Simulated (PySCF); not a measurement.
Geometry:
```tsv
atom	x (Å)	y (Å)	z (Å)
C1	0.197	2.242	1.082
C2	0.619	1.235	0.580
C3	1.039	0.009	-0.013
Si4	-0.186	-0.746	-1.254
O5	-1.673	-0.726	-0.645
Si6	-2.908	-0.274	0.326
O7	-2.390	0.673	1.524
C8	2.521	-0.145	-0.263
C9	1.886	-0.898	0.852
H10	-0.106	3.152	1.509
H11	0.156	-2.150	-1.470
H12	-0.191	0.065	-2.472
H13	-3.825	0.434	-0.562
H14	-3.410	-1.495	0.936
H15	-1.570	1.177	1.446
H16	2.825	-0.686	-1.146
H17	3.164	0.689	-0.018
H18	1.753	-1.965	0.746
H19	2.090	-0.582	1.865
```

No solvent model, single conformer, non-relativistic Hamiltonian, one averaged value for each set of equivalent atoms. Structure optimised with GFN2-xTB; shielding tensors at PBE0/pcSseg-1 (GIAO); PySCF 2.14.

**Question.** Predict the 2D correlation tables (HSQC, COSY, HMBC).

**Answer.** 

HSQC (one-bond C–H):
```
            δH            δC
    1.33 (H10)     68.5 (C1)
1.11 (H17/H19)  14.9 (C8/C9)
0.74 (H16/H18)  14.9 (C8/C9)
```

COSY cross peaks (H two or three bonds apart, from the bond graph; peaks can be absent where the dihedral angle is near 90°):
```
            δH              δH
1.11 (H17/H19)  0.74 (H16/H18)
```

HMBC (two and three bonds, from the bond graph):
```
            δH                                  δC
4.96 (H11/H12)  102.3 (C2), 14.9 (C8/C9), 0.2 (C3)
    1.33 (H10)                102.3 (C2), 0.2 (C3)
1.11 (H17/H19)  102.3 (C2), 14.9 (C8/C9), 0.2 (C3)
0.74 (H16/H18)  102.3 (C2), 14.9 (C8/C9), 0.2 (C3)
```

References, each an isolated molecule treated in the same way: ¹H (σref 31.72), ¹³C (σref 186.93) vs TMS.

Short H···H contacts in this conformer between protons four or more bonds apart (candidates for NOE cross peaks, intensity ∝ r⁻⁶): H11···H18 2.74 Å.

OH/NH shifts are gas-phase values; hydrogen bonding in solution moves them, usually downfield. Shifts are as computed. Against solution values, carbons near 30 ppm lie about +3 ppm off and those near 130 ppm about +5 ppm. Of 1211 compounds with measured shifts, 218 miss one by over three times the rms of a fit or turn the order of signals round; such compounds aren't used in these exercises.
